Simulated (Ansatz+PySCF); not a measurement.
Values are calculated unless marked as measured or tabulated.
This Ansatz input gave a total energy of -168.81220 hartree.

```yaml
crystal:
  periodic: [false, false, false]
  atoms:
    - { symbol: Ru, position_ang: [0.0, 0.0, 0.0] }
    - { symbol: O, position_ang: [0.0, 0.0, 1.78256] }
basis:
  gaussian: { orbitals: def2-SVP }
magnetization:
  initial_magnetization: 4
hamiltonian:
  xc: hf
scf:
  omitted_lower_state_checks: [stability, starts, atomic_configurations, cluster_reference, orbital_swaps, given_window_search, neighbouring_geometries, increment]
```

Task: Write an input for PySCF with the same method and basis set.

Result:

```python
from pyscf import gto, scf

mol = gto.M(atom="""
Ru 0.000000 0.000000 0.000000
O 0.000000 0.000000 1.782560
""", basis='def2-svp', ecp={'Ru': 'def2-svp'}, charge=0, spin=4)
mf = scf.ROHF(mol)
mf.kernel()
print(mf.converged, mf.e_tot, mf.spin_square()[0])
```

PySCF 2.14.0 gave -168.81220 hartree, 0.03 meV from the first. The basis set brings a core potential for Ru, so the total leaves out those core electrons. This is not the lowest solution: another run reaches a determinant 0.29 eV lower. Caution: other spin multiplicities were not run; an unrestricted determinant lies well below.
